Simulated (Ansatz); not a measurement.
Z-matrix (Å, degrees):
```
Si
Si 1 2.356
C 1 1.880 2 105.0
In 1 3.238 2 69.3 3 -17.5
H 1 1.492 2 114.4 3 124.2
H 1 1.493 2 108.7 3 -115.8
N 2 1.724 1 100.7 3 23.8
H 2 1.495 1 111.9 3 144.0
H 2 1.497 1 112.4 3 -97.5
H 3 1.091 1 113.4 2 -150.5
H 3 1.095 1 110.5 2 88.4
H 4 1.706 1 166.7 2 -140.4
H 7 1.009 2 119.6 1 170.1
```

Charge 0, multiplicity 1. In takes the def2 core potential.

Q: List the B3LYP/def2-TZVPP orbital energies in eV (Ansatz). (An estimate is asked.)

A: Ansatz gave: Occupied: -1798.54, -1798.43, -388.69, -276.59, -143.04, -142.99, -127.06, -98.36, -98.35, -98.34, -98.30, -98.29, -98.29, -83.76, -83.46, -83.45, -22.38, -20.99, -20.70, -20.69, -20.63, -20.33, -18.40, -14.59, -13.06, -12.22, -11.37, -10.83, -9.62, -9.46, -8.82, -8.42, -7.60, -7.29, -6.82. Lowest empty: -1.50, -0.74, -0.17, 0.41, 0.65, 1.04, 1.11, 1.36.

B3LYP here is the variant with VWN-RPA as its local correlation; programs differ in this.
